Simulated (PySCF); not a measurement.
**Trend along the halogens: MHg molecules**

PBE0 with triple-zeta basis sets in PySCF, for the lowest determinant that a PBE0 search found; no spin–orbit coupling. De refers to high-spin ground-configuration atoms. A positive dipole means M(−)Hg(+).

| M | basis | state (unpaired electrons) | Re (Å) | ωe (cm⁻¹) | De (eV) | μ (D) |
| --- | --- | --- | --- | --- | --- | --- |
| F | def2-TZVPP | doublet (σ ↑) | 2.046 | 442 | 1.42 | 3.20 |
| Cl | def2-TZVPP | doublet (σ ↑) | 2.399 | 271 | 1.14 | 2.91 |
| Br | def2-TZVPP | doublet (σ ↑) | 2.547 | 176 | 0.93 | 2.71 |
| I | def2-TZVPP | doublet (σ ↑) | 2.751 | 128 | 0.68 | 2.28 |

(1) By what factor does the well depth vary along the series?

Down a group the atoms grow and get heavier, so bonds lengthen and wavenumbers fall; this series shows no clear exception.

These are scalar-relativistic numbers at best; spin–orbit coupling would shift them, the dissociation energy most. States were picked by a PBE0 search and need not be the measured ground states.

Answers

(1) At PBE0 it runs from 0.68 eV (HgI) to 1.42 eV (HgF), a factor of 2.09.
